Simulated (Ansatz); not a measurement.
`C=[CH][InH2]` + H₂Se → `[SeH][InH2]` + `C=C` at 700 K and 1 bar (ligand exchange at the In–C bond).

Program: Ansatz. Geometries: PBE0-D4/def2-TZVP. ΔE: electronic, gas phase. CBS: MP2 limit from def2 TZ/QZ plus the TZ coupled-cluster correction, frozen cores. This one scheme is used for every species. def2 core potentials past Kr. For In, Se outer-core shells are correlated without core-valence functions, which leaves a few kJ/mol of doubt a bond. Scalar relativity is left out up to krypton.

| species | CCSD(T)/CBS energy (Eh) | H − E (kJ/mol) | S (J/(mol·K)) |
| --- | --- | --- | --- |
| `C=[CH][InH2]` | -268.86241 | 198.2 | 398.1 |
| H₂Se | -2401.89790 | 61.1 | 251.1 |
| `[SeH][InH2]` | -2592.33228 | 98.7 | 369.7 |
| `C=C` | -78.48111 | 168.9 | 268.4 |

H − E and S are ideal-gas, rigid-rotor, harmonic terms from PBE0-D4/def2-TZVP. 1 Eh = 2625.50 kJ/mol, R = 8.31446 J/(mol·K).

Problem. By hand: ΔE, ΔH, ΔS and ΔG.

Solution. ΔE = (-2592.33228) + (-78.48111) − (-268.86241) − (-2401.89790) = -0.05308 Eh = -139.4 kJ/mol. Δ(H − E) = 98.7 + 168.9 − 198.2 − 61.1 = 8.3, so ΔH = -131.1 kJ/mol. ΔS = 369.7 + 268.4 − 398.1 − 251.1 = -11.1 J/(mol·K). ΔG = -131.1 − 700 × (-11.1)/1000 = -123.3 kJ/mol.

Problem. By hand: the equilibrium constant, and the temperature at which ΔG would vanish if ΔH and ΔS stayed fixed.

Solution. log₁₀ K = −ΔG/(RT ln 10) = 9.2. ΔG = 0 at ΔH/ΔS = 11811 K, far beyond where these terms or the molecules hold.

The number of gas molecules stays the same, so ΔS is small and ΔH decides. A doubt of 5 kJ/mol in ΔE shifts log₁₀ K by 0.4 here. These are equilibria of isolated gas molecules and say nothing of rates. Largest T1 diagnostic: 0.013 (customary marks: 0.02 for closed shells, 0.045 for open ones).
